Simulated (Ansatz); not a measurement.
## Nudged elastic band run: FH$_{5}$OSi$_{2}$Sn

input.yaml

```yaml
crystal:
  periodic: [false, false, false]
  atoms:
    - { symbol: F, position_ang: [-2.212114, -0.505003, 0.709211] }
    - { symbol: Si, position_ang: [-0.769535, -0.169253, 0.007306] }
    - { symbol: Si, position_ang: [0.780357, -1.771785, 0.751405] }
    - { symbol: O, position_ang: [-0.781636, 0.385493, -1.527548] }
    - { symbol: Sn, position_ang: [-0.166764, 2.247813, -0.432129] }
    - { symbol: H, position_ang: [0.703707, -1.866095, 2.249173] }
    - { symbol: H, position_ang: [2.147132, -1.310718, 0.331436] }
    - { symbol: H, position_ang: [0.474195, -3.109975, 0.135706] }
    - { symbol: H, position_ang: [-1.392354, 3.366493, -0.955027] }
    - { symbol: H, position_ang: [1.300114, 2.681728, -1.266633] }
basis:
  gaussian: { orbitals: def2-SVP }
hamiltonian:
  xc: pbe
  dispersion: d4
neb:
  order_check: false
  images: 9
  f_tol: 0.05
  max_iterations: 50
  final_atoms:
    - { symbol: F, position_ang: [-1.86650624, -0.03340857, 1.46631235] }
    - { symbol: Si, position_ang: [-0.7309631, -0.03768213, 0.28438922] }
    - { symbol: Si, position_ang: [0.78902659, -1.76733964, 0.75879932] }
    - { symbol: O, position_ang: [-1.21573243, 0.31628997, -1.23285343] }
    - { symbol: Sn, position_ang: [-0.04809121, 2.17291725, -0.74182306] }
    - { symbol: H, position_ang: [0.12904724, -3.10012997, 0.53108888] }
    - { symbol: H, position_ang: [1.23318017, -1.6519706, 2.18999506] }
    - { symbol: H, position_ang: [1.96507024, -1.60737924, -0.16239475] }
    - { symbol: H, position_ang: [-1.24485822, 3.40544484, -1.0174304] }
    - { symbol: H, position_ang: [1.07292895, 2.25195609, -2.07318319] }
  initial_path:
    images:
      - { positions_ang: [[-2.212114, -0.505003, 0.709211], [-0.769535, -0.169253, 0.007306], [0.780357, -1.771785, 0.751405], [-0.781636, 0.385493, -1.527548], [-0.166764, 2.247813, -0.432129], [0.703707, -1.866095, 2.249173], [2.147132, -1.310718, 0.331436], [0.474195, -3.109975, 0.135706], [-1.392354, 3.366493, -0.955027], [1.300114, 2.681728, -1.266633]] }
      - { positions_ang: [[-2.208101, -0.43705963, 0.81381166], [-0.77136117, -0.14678215, 0.08428018], [0.77506827, -1.74063533, 0.73856357], [-0.8166531, 0.36010364, -1.47853178], [-0.16874566, 2.20149455, -0.51855697], [0.61784011, -2.01494603, 2.13484623], [2.12151917, -1.24933937, 0.51698661], [0.60141706, -2.9412672, -0.00096545], [-1.3881891, 3.35344554, -0.95366898], [1.32030742, 2.56368398, -1.33386506]] }
      - { positions_ang: [[-2.20408801, -0.36911626, 0.91841232], [-0.77318733, -0.1243113, 0.16125436], [0.76977955, -1.70948566, 0.72572214], [-0.8516702, 0.33471428, -1.42951557], [-0.17072732, 2.15517609, -0.60498495], [0.53197321, -2.16379706, 2.02051945], [2.09590634, -1.18796075, 0.70253721], [0.72863912, -2.7725594, -0.13763689], [-1.38402421, 3.34039808, -0.95231096], [1.34050085, 2.44563996, -1.40109712]] }
      - { positions_ang: [[-2.20007501, -0.30117289, 1.02301298], [-0.7750135, -0.10184044, 0.23822854], [0.76449082, -1.67833598, 0.71288072], [-0.88668731, 0.30932492, -1.38049935], [-0.17270898, 2.10885764, -0.69141292], [0.44610632, -2.31264809, 1.90619268], [2.07029352, -1.12658212, 0.88808782], [0.85586118, -2.6038516, -0.27430834], [-1.37985931, 3.32735063, -0.95095294], [1.36069427, 2.32759595, -1.46832917]] }
      - { positions_ang: [[-2.19606202, -0.23322952, 1.12761363], [-0.77683967, -0.07936959, 0.31520273], [0.7592021, -1.64718631, 0.70003929], [-0.92170441, 0.28393557, -1.33148314], [-0.17469064, 2.06253918, -0.77784089], [0.36023942, -2.46149912, 1.7918659], [2.04468069, -1.06520349, 1.07363842], [0.98308324, -2.43514381, -0.41097979], [-1.37569441, 3.31430317, -0.94959492], [1.3808877, 2.20955193, -1.53556123]] }
      - { positions_ang: [[-2.19204902, -0.16528615, 1.23221429], [-0.77866584, -0.05689874, 0.39217691], [0.75391337, -1.61603664, 0.68719786], [-0.95672151, 0.25854621, -1.28246692], [-0.1766723, 2.01622073, -0.86426886], [0.27437253, -2.61035015, 1.67753913], [2.01906786, -1.00382487, 1.25918903], [1.1103053, -2.26643601, -0.54765124], [-1.37152951, 3.30125571, -0.9482369], [1.40108112, 2.09150791, -1.60279329]] }
      - { positions_ang: [[-2.12694047, -0.13891064, 1.2790339], [-0.76912529, -0.05305542, 0.37061937], [0.76093602, -1.64629724, 0.70151815], [-1.00852369, 0.27009496, -1.27254422], [-0.15095608, 2.04756003, -0.8397797], [0.24530747, -2.70830612, 1.44824908], [1.86189032, -1.13345402, 1.44535023], [1.28125829, -2.13462465, -0.47059994], [-1.34619525, 3.32209354, -0.9620756], [1.33545068, 2.12359755, -1.69687127]] }
      - { positions_ang: [[-2.06183191, -0.11253512, 1.32585352], [-0.75958474, -0.04921209, 0.34906183], [0.76795866, -1.67655784, 0.71583844], [-1.06032588, 0.28164371, -1.26262153], [-0.12523987, 2.07889933, -0.81529054], [0.21624241, -2.80626208, 1.21895903], [1.70471278, -1.26308316, 1.63151144], [1.45221128, -2.0028133, -0.39354864], [-1.320861, 3.34293136, -0.9759143], [1.26982025, 2.15568718, -1.79094925]] }
      - { positions_ang: [[-1.99672335, -0.0861596, 1.37267313], [-0.7500442, -0.04536877, 0.32750429], [0.7749813, -1.70681844, 0.73015874], [-1.11212806, 0.29319247, -1.25269883], [-0.09952365, 2.11023864, -0.79080138], [0.18717736, -2.90421804, 0.98966898], [1.54753525, -1.39271231, 1.81767265], [1.62316427, -1.87100195, -0.31649734], [-1.29552674, 3.36376919, -0.989753], [1.20418982, 2.18777682, -1.88502723]] }
      - { positions_ang: [[-1.93161479, -0.05978409, 1.41949274], [-0.74050365, -0.04152545, 0.30594675], [0.78200395, -1.73707904, 0.74447903], [-1.16393024, 0.30474122, -1.24277613], [-0.07380743, 2.14157794, -0.76631222], [0.1581123, -3.00217401, 0.76037893], [1.39035771, -1.52234146, 2.00383386], [1.79411726, -1.73919059, -0.23944605], [-1.27019248, 3.38460702, -1.0035917], [1.13855938, 2.21986645, -1.97910521]] }
      - { positions_ang: [[-1.86650624, -0.03340857, 1.46631235], [-0.7309631, -0.03768213, 0.28438922], [0.78902659, -1.76733964, 0.75879932], [-1.21573243, 0.31628997, -1.23285343], [-0.04809121, 2.17291725, -0.74182306], [0.12904724, -3.10012997, 0.53108888], [1.23318017, -1.6519706, 2.18999506], [1.96507024, -1.60737924, -0.16239475], [-1.24485822, 3.40544484, -1.0174304], [1.07292895, 2.25195609, -2.07318319]] }
```

Command:

```bash
$ ansatz run input.yaml --threads 2 --pin off --max-ram 3072MiB --backend cpu --events-out ev --progress --plain --runs-dir out
```

Output, in part (warnings, iteration lines, the closing report on the highest movable image, with atoms numbered from 0):

```
NEB end point (image 0): max|allowed force component| = 1.481e-2 eV/Å (the criterion of neb.relax_end_points is 1.000e-2)
NEB end point (image 10): max|allowed force component| = 1.155e-2 eV/Å (the criterion of neb.relax_end_points is 1.000e-2)
NEB iter   1: max|band force component| = 3.428e0 eV/Å  barrier→ = 1.0035 eV  barrier← = 1.0035 eV  Δτ_max = 0.2000 Å  (319 SCF iters)
NEB iter   2: max|band force component| = 1.173e0 eV/Å  barrier→ = 0.2573 eV  barrier← = 0.2573 eV  Δτ_max = 0.1998 Å  (300 SCF iters)
NEB iter   3: max|band force component| = 9.409e-1 eV/Å  barrier→ = 0.1242 eV  barrier← = 0.1242 eV  Δτ_max = 0.1322 Å  (318 SCF iters)
NEB iter   4: max|band force component| = 6.663e-1 eV/Å  barrier→ = 0.0763 eV  barrier← = 0.0763 eV  Δτ_max = 0.0379 Å  (274 SCF iters)
NEB iter   5: max|band force component| = 2.613e-1 eV/Å  barrier→ = 0.0535 eV  barrier← = 0.0535 eV  CI = image 5  Δτ_max = 0.0554 Å  (266 SCF iters)
NEB iter   6: max|band force component| = 2.082e-1 eV/Å  barrier→ = 0.0412 eV  barrier← = 0.0413 eV  CI = image 5  Δτ_max = 0.0416 Å  (270 SCF iters)
NEB iter   7: max|band force component| = 9.457e-2 eV/Å  barrier→ = 0.0362 eV  barrier← = 0.0362 eV  CI = image 5  Δτ_max = 0.0398 Å  (268 SCF iters)
NEB iter   8: max|band force component| = 4.171e-2 eV/Å  barrier→ = 0.0343 eV  barrier← = 0.0343 eV  CI = image 5  Δτ_max = 0.0000 Å  (538 SCF iters)
Total energy: -26411.76211555 eV, -970.6143552111 hartree
Atom 0 at    -2.045734    -0.190982     1.232683 Å, force    -0.015196    -0.001779     0.011376 eV/Å
Atom 1 at    -0.775768    -0.093185     0.203159 Å, force     0.026922     0.039995     0.000527 eV/Å
Atom 2 at     0.794231    -1.758132     0.772796 Å, force     0.003558    -0.001481     0.022548 eV/Å
Atom 3 at    -1.078783     0.299111    -1.349383 Å, force     0.002692     0.022005    -0.023346 eV/Å
Atom 4 at    -0.098746     2.200686    -0.640824 Å, force    -0.009255    -0.041787     0.002340 eV/Å
Atom 5 at     0.220584    -2.711662     1.782490 Å, force    -0.004477    -0.005213     0.003448 eV/Å
Atom 6 at     2.000290    -1.069304     1.349073 Å, force    -0.000935    -0.000926    -0.001201 eV/Å
Atom 7 at     1.181441    -2.484822    -0.482889 Å, force     0.008223    -0.012858    -0.016853 eV/Å
Atom 8 at    -1.307422     3.378187    -1.065225 Å, force    -0.003388    -0.000160     0.000873 eV/Å
Atom 9 at     1.193009     2.378799    -1.798980 Å, force    -0.008143     0.002205     0.000287 eV/Å
Dipole moment:     0.416604     0.018203     0.274942 e Å
```

It converged. A vibrational analysis at the climbing image gives one clearly imaginary mode, 94i cm⁻¹: a first-order saddle point.

Final band (atoms are numbered from 1 in the order of the input):

| image | path coordinate (Å) | energy (eV) | dihedral Sn5–Si2–Si3–H6 (°) |
| --- | --- | --- | --- |
| 0 | 0.00 | 0.000 | 95 |
| 1 | 0.44 | 0.004 | 107 |
| 2 | 0.87 | 0.013 | 119 |
| 3 | 1.31 | 0.023 | 131 |
| 4 | 1.75 | 0.031 | 143 |
| 5 | 2.19 | 0.034 | 154 |
| 6 | 2.63 | 0.030 | 166 |
| 7 | 3.08 | 0.021 | 178 |
| 8 | 3.52 | 0.010 | -170 |
| 9 | 3.97 | 0.002 | -158 |
| 10 | 4.41 | 0.000 | -145 |

The run took 3.5 min on 2 threads of Arm Neoverse V1, on a shared host, peak memory 0.17 GiB.
